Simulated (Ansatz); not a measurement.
Hg3S2, relaxed as a singlet with RKS B3LYP-D4/def2-SVP in Ansatz, starting from the GFN1-xTB geometry. Force threshold 0.02 eV/Å.

In the def2 sets Hg takes a core potential; there is no spin–orbit coupling. At B3LYP-D4/def2-SVP a triplet of charge 0 lies 1.98 eV below the restricted singlet, each at its own geometry. Another isomer (singlet) lies 0.16 eV lower at PBE0-D4/def2-TZVP.

Start:

```xyz
5

Hg   -0.481    2.763    0.910
Hg    1.216   -3.011    0.700
Hg   -0.047   -1.318   -1.126
S    -1.323    0.466    0.182
S     0.636    1.099   -0.666
```

(1) Estimate the energy that the relaxation releases and the steps that it takes.

(2) Does the start keep its bonding?

(3) Predict the relaxed structure.

## Answers

(1) 44.5 kJ/mol, in 12 steps; 31 s on 4 threads of Arm Neoverse V2 on a shared host. No frequencies were taken in this run, so the end may be a saddle point.

(2) By distances, no bond broke or formed. The bond that changes most is Hg1–S5, from 2.55 to 2.78 Å (atoms count from 1).

(3) 
```xyz
5

Hg   -1.009    3.400    0.112
Hg    1.226   -4.116   -0.114
Hg    0.373   -1.253   -0.045
S    -1.318    0.665    0.482
S     0.727    1.304   -0.435
```
Bond lengths (bridged metal pairs left out): 4 × Hg–S 2.61 to 2.78 Å; 1 × Hg–Hg 2.99 Å; 1 × S–S 2.33 Å.
